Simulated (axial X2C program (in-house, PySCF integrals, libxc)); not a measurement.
# Potential curves of ZrCl⁺, 2c

Computed with an axial X2C code built on PySCF integrals. Two-component (2c) means X2C with spin–orbit coupling and atomic mean-field two-electron Coulomb and Gaunt terms. Basis: Zr dyall-cv3z [11s12p9d6f3g], Cl dyall-av3z [9s8p3d2f] (cores contracted in-house); Gaussian nuclei, density fitting, unrestricted open shells. Masses: Zr 89.905 u, Cl 34.969 u.

State: Ω = 1 (⟨Sz⟩ = -0.99, ⟨Lz⟩ = 1.99 at HF). Energies in eV from the lowest point of each curve. Fits are polynomials in 1 − R0/R over 0.85 to 1.23 times the lowest point R0.

```tsv
R (Å)	HF	PBE0	PBEsol	MP2
1.9453	1.7093	1.2339	1.1249	1.4662
2.0348	0.8171	0.5087	0.4406	0.6532
2.1018	0.4011	0.1999	0.1579	0.2888
2.1689	0.1490	0.0418	0.0224	0.0828
2.2360	0.0243	0.0000	0.0000	0.0000
2.3143	0.0000	0.0609	0.0801	0.0203
2.3925	0.0710	0.2070	0.2419	0.1316
2.4931	0.2580	0.4784	0.5294	0.3642
2.6161	0.5777	0.8853	0.9495	0.7292
```

Correlated methods: 10 electrons correlated (number of frozen shells: Zr 4 s, 3 p, 1 d; Cl 2 s, 1 p), 308 virtual spin orbitals or spinors in MP2.

One determinant describes the state; a PBE0 search over occupations chose it and may have missed a lower one. Density functionals use the spin component along the axis (collinear). PBE0 can misorder states that lie within some tenths of an eV, so this need not be the ground state of the molecule. The nearest other 2c determinant of the search, Ω = 3, lies 0.10 eV up at the distance of the search. The functionals have no current-density term, which raises determinants with orbital currents, atoms included. With several unpaired electrons one determinant need not be a pure state. The outer-core s and p shells of the metal are frozen in the correlated rows, which leaves out core–valence correlation; for alkali and alkaline-earth bonds that tends to lengthen them. With the outer-core shells frozen, correlated bond lengths of heavy atoms tend to come out a few hundredths of an ångström too long. MP2 and coupled cluster on one determinant become unreliable at the stretched end.

Problem. What are Re and ωe at the HF level?

Solution. At HF, 2c: Re = 2.292 Å, ωe ≈ 429 cm⁻¹; Be follows as 0.128 cm⁻¹.

Problem. What are Re and ωe at the PBE0 level?

Solution. At PBE0, 2c: Re = 2.231 Å, ωe ≈ 463 cm⁻¹; Be follows as 0.135 cm⁻¹.

Problem. Fit the PBEsol curve near its minimum: give the equilibrium distance and the harmonic wavenumber.

Solution. At PBEsol, 2c: Re = 2.217 Å, ωe ≈ 469 cm⁻¹; Be follows as 0.136 cm⁻¹.

Problem. What are Re and ωe at the MP2 level?

Solution. At MP2, 2c: Re = 2.260 Å, ωe ≈ 450 cm⁻¹; Be follows as 0.131 cm⁻¹.
